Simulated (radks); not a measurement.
Effect of the nuclear size on the cadmium ion Cd35+, [Ne] 3s2 3p1. All-electron calculation, Dirac Kohn-Sham, BLYP, spin-unpolarised, spherical densities, finite nucleus; open shells are shared between the two j in proportion to 2j + 1; Fermi nuclear charge, rms radius 4.6087 fm. Program: a radial shooting solver on a logarithmic mesh with Libxc functionals. The rms radius is varied about that value; shifts are against it.

rms radius (fm)  total energy shift (eV)  density at nucleus (e/bohr^3)  1s1/2 shift (meV)  2s1/2 shift (meV)  2p1/2 shift (meV)  3s1/2 shift (meV)  3p1/2 shift (meV)  3p3/2 shift (meV)  4s1/2 (empty) shift (meV)
3.9404                            -0.881                      1.642e+05               -368              -42.7               2.02              -10.7              0.537              0.769                      -4.13
4.1709                            -0.590                      1.629e+05               -247              -28.6               1.35              -7.20              0.360              0.516                      -2.77
4.6087                                 0                      1.606e+05              0.000              0.000              0.000              0.000              0.000              0.000                      0.000
4.9866                             0.550                      1.588e+05                230               26.6              -1.26               6.70             -0.335             -0.480                       2.58
5.1387                             0.782                      1.581e+05                327               37.9              -1.79               9.53             -0.476             -0.683                       3.67

Slopes of the eigenvalues against <r^2> in GHz/fm^2, as finite differences over the two radii next to the reference (eigenvalue slopes, not the field-shift constants of lines): 1s1/2 15400, 2s1/2 1790, 2p1/2 -84.5, 3s1/2 450, 3p1/2 -22.5, 3p3/2 -32.2, 4s1/2 (empty) 173.
